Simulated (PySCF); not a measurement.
Species: C7H13B.
Numbering: `[BH2:1][C@@H:2]1[CH2:3][C@@H:4]2[CH2:5][CH2:6][CH2:7][C@H:8]12`

Definitions: NICS(0) = −σiso at the ring centroid; NICS(1) = −σiso and NICS(1)zz = −σzz at ±1 Å along the ring normal z. Level: GIAO CAM-B3LYP/pcSseg-1 (PySCF, non-relativistic, gas phase) on the PBE0-D3(BJ)/def2-SVP geometry, one conformer.

Rings: 1. C2–C3–C4–C8; 2. C4–C5–C6–C7–C8.

| set | NICS(0) | NICS(1), two faces | NICS(1)zz, two faces |
| --- | --- | --- | --- |
| P | -5.3 | -4.2 / -3.2 | -5.8 / -2.9 |
| Q | -1.4 | -2.2 / 0.3 | 2.4 / 4.0 |

Task: Which set (ppm) belongs to which ring?

Result: P = 2, Q = 1.
- 1 (4-membered carbocycle; formal bonds all single): mean NICS(1)zz 3.2 ppm, deshielded. C2, C3, C4, C8 have four or more neighbours, so the value isn't read as a sign of a π ring current.
- 2 (5-membered carbocycle; formal bonds all single): mean NICS(1)zz -4.3 ppm, shielded. C4, C5, C6, C7, C8 have four or more neighbours, and the NICS criterion for π rings isn't applied.

Task: How do the rings differ in shape?

Result: 
```csv
ring,bond lengths (Å),rms pucker (Å),HOMA,nearest outside atom to a NICS(1) probe (Å)
1,"1.546, 1.545, 1.562, 1.557",0.03,–,hydrogen 1.66
2,"1.531, 1.531, 1.528, 1.525, 1.562",0.18,–,hydrogen 1.39
```
